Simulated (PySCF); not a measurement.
## Potential energy of NaSn⁺ along the bond

Set-up: Na def2-SVP, Sn def2-SVP with ECP28; scalar-relativistic core potentials (PySCF 2.14). Energies in eV from Na⁺ + Sn in their ground configurations at the same level. State: ³Π (triplet), unpaired electrons σ ↑, π ↑.

All columns are PBE0. A positive dipole points towards Sn; it is taken about the centre of mass and depends on that origin.

```tsv
R (Å)	E (eV)	μ (D)	Mulliken charge on Na (basis-dependent)	HOMO (eV)	LUMO (eV)	Mayer bond order	⟨S²⟩
2.935	-0.463	-8.33	0.70	-9.69	-7.86	0.51	2.00
3.072	-0.539	-8.78	0.69	-9.57	-7.73	0.51	2.00
3.208	-0.581	-9.24	0.69	-9.45	-7.61	0.50	2.00
3.311	-0.596	-9.60	0.70	-9.37	-7.53	0.48	2.00
3.413	-0.601	-9.97	0.70	-9.28	-7.44	0.47	2.00
3.515	-0.597	-10.35	0.71	-9.21	-7.36	0.45	2.00
3.652	-0.581	-10.86	0.73	-9.11	-7.26	0.43	2.00
3.823	-0.551	-11.52	0.75	-8.99	-7.14	0.40	2.00
4.027	-0.506	-12.34	0.77	-8.85	-7.00	0.37	2.00
4.300	-0.440	-13.48	0.79	-8.67	-6.82	0.34	2.00
```

A fit through these points gives, at Re = 3.409 Å, μ = -9.96 D and dμ/dR = -3.63 D/Å; the reduced mass is 19.29 u.

**Question.** How strong is the fundamental in the double-harmonic approximation, I = 42.26·(dμ/dR)²/μred km/mol?

**Answer.** I = 42.26·(-3.63)²/19.29 = 28.9 km/mol at PBE0.

These are scalar-relativistic numbers at best; spin–orbit coupling would shift them, the dissociation energy most. For an ion De counts to the pair picked by the measured ionisation energies or electron affinities, which need not be the lowest pair at this level. The state was picked by a PBE0 search and need not be the measured ground state.
